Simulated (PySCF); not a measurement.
PySCF 2.14 output of a UHF calculation on a single atom or ion in def2-TZVPPD with the def2 core potential (28 electrons) (6s4p3d2f1g, 56 functions), with scalar relativity through the core potential:

```
SCF conv_tol = 1e-09
number electrons alpha = 8  beta = 4
cycle= 1 E= -56.108289672789  delta_E= -0.0039  |g|= 0.0204  |ddm|= 0.0372
cycle= 2 E= -56.1084539766642  delta_E= -0.000164  |g|= 0.00489  |ddm|= 0.00914
cycle= 3 E= -56.1084719648751  delta_E= -1.8e-05  |g|= 0.00111  |ddm|= 0.00651
cycle= 4 E= -56.108478295797  delta_E= -6.33e-06  |g|= 0.00104  |ddm|= 0.00443
cycle= 5 E= -56.1084872739376  delta_E= -8.98e-06  |g|= 0.000977  |ddm|= 0.00661
cycle= 6 E= -56.1085418632407  delta_E= -5.46e-05  |g|= 0.000519  |ddm|= 0.0609
cycle= 7 E= -56.1085477834951  delta_E= -5.92e-06  |g|= 0.000275  |ddm|= 0.0159
cycle= 8 E= -56.1085503094401  delta_E= -2.53e-06  |g|= 0.000181  |ddm|= 0.0186
cycle= 9 E= -56.1085503396596  delta_E= -3.02e-08  |g|= 2.24e-05  |ddm|= 0.000502
cycle= 10 E= -56.1085503405136  delta_E= -8.54e-10  |g|= 2.54e-06  |ddm|= 0.000323
converged SCF energy = -56.1085503405136  <S^2> = 6.0038696  2S+1 = 5.0015476
```

The run itself started from symmetry-adapted Hartree-Fock orbitals and held the occupation by maximum overlap, so the iterations belong to that start.

Problem. Which element, charge and spin multiplicity is this?

Solution. Nb⁺ (niobium, charge +1), multiplicity 5; the state was [Kr] 4d4, high-spin 5D determinant.

Energies and moments cover only the electrons outside the core potential.
